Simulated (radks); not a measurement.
The numbers below are computed, except where a source is named.
All-electron atom: Sn IV in [Kr] 4d10 5s1.

Level of theory: Dirac Kohn-Sham, relativistic LDA (MacDonald-Vosko exchange, VWN5 correlation), spin-unpolarised, spherical densities, finite nucleus; Fermi nuclear charge, rms radius 4.6519 fm (a radial shooting solver on a logarithmic mesh with Libxc functionals).

Energy parts (eV):
| part | energy |
|---|---|
| total | -167708.299 |
| kinetic | 176087.114 |
| electron-nucleus | -405650.579 |
| Hartree | 65948.362 |
| exchange-correlation | -4093.197 |

Orbitals (lengths in bohr, moments of r in powers of bohr; <r^-3> diverges for s and p1/2):
| orbital | occ. | eigenvalue (eV) | <1/r> | <r^-3> | <r^2> | small-component weight |
|---|---|---|---|---|---|---|
| 1s1/2 | 2 | -28856.27 | 52.88 | - | 0.001151 | 3.35e-02 |
| 2s1/2 | 2 | -4386.342 | 12.27 | - | 0.01862 | 7.10e-03 |
| 2p1/2 | 2 | -4105.239 | 12.26 | - | 0.01382 | 7.13e-03 |
| 2p3/2 | 4 | -3876.726 | 11.42 | 4274 | 0.01512 | 6.81e-03 |
| 3s1/2 | 2 | -870.3770 | 4.337 | - | 0.1325 | 2.05e-03 |
| 3p1/2 | 2 | -755.1689 | 4.250 | - | 0.1271 | 2.00e-03 |
| 3p3/2 | 4 | -713.4160 | 4.044 | 795.8 | 0.1357 | 1.91e-03 |
| 3d3/2 | 4 | -507.9874 | 3.895 | 125.4 | 0.1163 | 1.80e-03 |
| 3d5/2 | 6 | -499.3253 | 3.841 | 117.1 | 0.1189 | 1.77e-03 |
| 4s1/2 | 2 | -162.7972 | 1.709 | - | 0.7601 | 5.59e-04 |
| 4p1/2 | 2 | -124.2735 | 1.594 | - | 0.8557 | 4.99e-04 |
| 4p3/2 | 4 | -116.6547 | 1.526 | 145.1 | 0.9158 | 4.72e-04 |
| 4d3/2 | 4 | -55.9394 | 1.242 | 15.87 | 1.364 | 3.29e-04 |
| 4d5/2 | 6 | -54.8703 | 1.225 | 14.65 | 1.398 | 3.22e-04 |
| 5s1/2 | 1 | -36.3908 | 0.6153 | - | 4.986 | 9.90e-05 |
| 5p1/2 | 0 | -27.7594 | 0.5333 | - | 6.530 | 7.68e-05 |
| 5p3/2 | 0 | -26.8550 | 0.5168 | 17.40 | 6.906 | 7.34e-05 |
| 6s1/2 | 0 | -14.6862 | 0.2967 | - | 21.79 | 3.25e-05 |

The highest occupied level is 5s1/2 at -36.391 eV. The density falls to 0.001 e/bohr^3 at r = 3.32 bohr.
